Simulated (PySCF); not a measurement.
**Ionisation energy of Mg⁺ by level of theory**

Mg⁺ [Ne] 3s1 (2S) → Mg²⁺ [Ne] (1S), as a difference of total energies. All numbers are calculated (PySCF 2.14, no relativity, point nucleus, in def2-SVP (4s3p1d, 18 functions)). The calculations carry no spin-orbit coupling.

```tsv
method	ionisation energy (eV)
UHF	14.607
PBE0	15.115
r2SCAN	14.893
```

Question: Which method comes closest to the reference value, and which is furthest?

Answer: The reference is 15.035 eV (measured; NIST Atomic Spectra Database, ionization energies). Closest: PBE0 (error 0.080 eV); furthest: UHF (error -0.428 eV).
